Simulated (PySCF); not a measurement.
Input file for PySCF: R-MP2/6-31G* on C2H7Ga (SMILES C[CH2][GaH2]), a point of a torsion scan.

```python
from pyscf import gto, scf, dft, mp
from pyscf.data.elements import chemcore

mol = gto.M(
    atom='''
    C    -1.11480261    0.47762731    0.35107825
    C    -0.31314420   -0.69196968   -0.23709345
    Ga    1.60779996   -0.06831358   -0.52778642
    H    -1.22768168    1.27609077   -0.38469388
    H    -0.59310722    0.89541364    1.21739072
    H    -2.10756786    0.16235347    0.67228276
    H    -0.76530168   -1.03628515   -1.17523031
    H    -0.34931969   -1.54296944    0.45443356
    H     2.23438564    1.04326496    0.41601319
    H     2.62018533   -0.58572649   -1.63723582
    ''',
    basis='6-31g*',
    cart=True,
    charge=0, spin=0, verbose=3, max_memory=1800)
mf = scf.RHF(mol)
mf.conv_tol = 1e-8
mf.max_cycle = 100
mf.kernel()
if not mf.converged:
    mf = mf.newton().run(mf.mo_coeff, mf.mo_occ)
pt = mp.MP2(mf, frozen=chemcore(mol)).run()
```

Output:

```
converged SCF energy = -2002.74462931637
E(RMP2) = -2003.25445793888  E_corr = -0.509828622504512
E(SCS-RMP2) = -2003.23649957468  E_corr = -0.491870258309412
```

Self-consistency was reached.

Cost: roughly 1.5 core-seconds.
